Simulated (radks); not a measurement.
Task: Successive ionisation energies (eV) of one element, from differences of total energies of ions in their ground configurations, starting at charge 0: 9.157, 16.209, 26.426, 39.759, 53.166, 67.455, 82.508, 144.27, 163.36, 182.87, 202.77. All-electron calculation, Dirac Kohn-Sham, PBE, spin-unpolarised, spherical densities, finite nucleus; open shells fill j = l - 1/2 first; Fermi nuclear charge, rms radius 5.3698 fm. Program: a radial shooting solver on a logarithmic mesh with Libxc functionals. Which element is it?

Result: Rhenium (Z = 75). The first species listed is Re in [Xe] 4f14 5d5 6s2, the last Re10+ in [Kr] 4d10 4f14 5s2 5p3.
